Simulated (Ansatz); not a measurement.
Basis sets compared for the cluster Al4H5⁺ (the lowest singlet isomer of a short search). Total charge 1; singlet. Geometry B3LYP-D4/def2-SVP. Ansatz on 4 threads of Arm Neoverse V1 on a shared host; times are rough, and most runs start from earlier orbitals.

```xyz
9

Al   -0.072   -0.504   -0.790
Al   -0.402   -1.912   -3.328
Al    0.975   -0.767    1.592
Al   -0.205    1.411    1.164
H    -1.217   -1.508   -1.460
H     1.439    0.957    1.462
H    -0.792    2.851    1.379
H    -0.487    0.060    2.209
H     0.760   -0.588   -2.229
```

The restricted singlet is unstable towards broken spin symmetry in Hartree–Fock (as tested in another run); at PBE-D4/def2-SVP, PBE-D4/def2-TZVP, PBE0-D4/def2-SVP, PBE0-D4/def2-TZVP this wasn't settled. The structure comes from a short search, and lower isomers may exist.

| level | functions | energy (Eh) | HOMO (eV) | LUMO (eV) | wall time |
| --- | --- | --- | --- | --- | --- |
| PBE-D4/def2-SVP | 97 | -971.5842 | -9.99 | -7.92 | 0.85 s |
| PBE0-D4/def2-SVP | 97 | -971.6775 | -10.76 | -7.28 | 1.1 s |

Estimate the rows for PBE-D4/def2-TZVP (with forces), PBE0-D4/def2-TZVP.


```
                         level  functions  energy (Eh)  HOMO (eV)  LUMO (eV)  wall time
PBE-D4/def2-TZVP (with forces)        178    -971.9333      -9.95      -7.88        2 s
             PBE0-D4/def2-TZVP        178    -972.0211     -10.72      -7.22      2.4 s
```
